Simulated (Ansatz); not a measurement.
`[AlH2][SiH2][ZnH]` + silanol → `O[SiH2][SiH2][ZnH]` + `[AlH3]` at 600 K and 1 bar (formal exchange of groups at the Si–Al bond).

Isolated molecules relaxed with PBE0-D4/def2-TZVP in Ansatz; ΔE leaves out vibrations. CCSD(T)/CBS is the MP2 limit (def2-TZVPP, def2-QZVPP) plus CCSD(T) − MP2 in def2-TZVPP, frozen cores. This one scheme is used for every species. For Zn outer-core shells are correlated without core-valence functions, which leaves a few kJ/mol of doubt a bond. Scalar relativity is left out up to krypton. One conformer a species, not always the lowest.

```json
{"species": "`[AlH2][SiH2][ZnH]`", "CCSD(T)/CBS energy (Eh)": "-2312.44185", "H − E (kJ/mol)": "153.2", "S (J/(mol·K))": "439.1"}
{"species": "`O[SiH3]`", "CCSD(T)/CBS energy (Eh)": "-366.69042", "H − E (kJ/mol)": "135.7", "S (J/(mol·K))": "307.9"}
{"species": "`O[SiH2][SiH2][ZnH]`", "CCSD(T)/CBS energy (Eh)": "-2435.34375", "H − E (kJ/mol)": "211.8", "S (J/(mol·K))": "487.2"}
{"species": "`[AlH3]`", "CCSD(T)/CBS energy (Eh)": "-243.78045", "H − E (kJ/mol)": "74.2", "S (J/(mol·K))": "242.3"}
```

H − E and S are ideal-gas, rigid-rotor, harmonic terms from PBE0-D4/def2-TZVP, for one conformer and one mirror image of each species. 1 Eh = 2625.50 kJ/mol, R = 8.31446 J/(mol·K).

Question: By hand: ΔE, ΔH, ΔS and ΔG.

Answer: ΔE = (-2435.34375) + (-243.78045) − (-2312.44185) − (-366.69042) = 0.00807 Eh = 21.2 kJ/mol. Δ(H − E) = 211.8 + 74.2 − 153.2 − 135.7 = -2.9, so ΔH = 18.3 kJ/mol. ΔS = 487.2 + 242.3 − 439.1 − 307.9 = -17.5 J/(mol·K). ΔG = 18.3 − 600 × (-17.5)/1000 = 28.8 kJ/mol.

Question: By hand: the equilibrium constant, and the temperature at which ΔG would vanish if ΔH and ΔS stayed fixed.

Answer: log₁₀ K = −ΔG/(RT ln 10) = -2.5. ΔH and −TΔS have one sign here, so there is no such temperature.

TΔS isn't small against ΔH here. A doubt of 5 kJ/mol in ΔE shifts log₁₀ K by 0.4 here. Other conformers and mirror images would add mixing entropy, several J/(mol·K) or more a flexible species. Modes under 60 cm⁻¹, often nearly free rotors, make the harmonic entropy too high. These are equilibria of isolated gas molecules and say nothing of rates. Largest T1 diagnostic: 0.015 (customary marks: 0.02 for closed shells, 0.045 for open ones).
